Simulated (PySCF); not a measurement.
UHF on Cu³⁺ (copper, charge +3)

Configuration: [Ar] 3d8, high-spin 3F determinant. All numbers are calculated (PySCF 2.14, the spin-free X2C one-electron Hamiltonian (Gaussian nucleus), in aug-cc-pVDZ-DK (7s6p4d2f, 59 functions)).

| Property | Result |
| --- | --- |
| Total energy | -1651.018357 hartree |
| One-electron energy | -2258.9435 hartree |
| Hartree (Coulomb) energy | 673.4867 hartree |
| Exchange energy | -65.5616 hartree |
| ⟨S²⟩ | 2.0020 |
| ⟨L²⟩ | 12.020 |
| Sum of ⟨r⟩ | 14.42 bohr |
| Sum of ⟨r²⟩ | 12.68 bohr² |
| Langevin diamagnetic susceptibility | -10.0 ×10⁻⁶ cm³/mol |
| Time after the integrals | 0.43 s of wall time on 1 thread of Neoverse-N1 (shared host) |

```csv
shell,electrons,mean orbital energy (eV),spread (eV),"rms radius, mean of both spins (bohr)"
1s α,1,-9094.6,0,0.0601
1s β,1,-9094.5,0,0.0601
2s α,1,-1183.3,0,0.254
2s β,1,-1180.9,0,0.254
2p α,3,-1023.9,0,0.228
2p β,3,-1021.5,0,0.228
3s α,1,-190.63,0,0.757
3s β,1,-184.81,0,0.757
3p α,3,-141.76,0,0.799
3p β,3,-134.78,0,0.799
3d α,5,-62.224,1.607,0.952
3d β,3,-59.406,0,0.952
```

Densities and radii are taken from the X2C orbitals without a picture-change correction, which distorts them close to the nucleus.
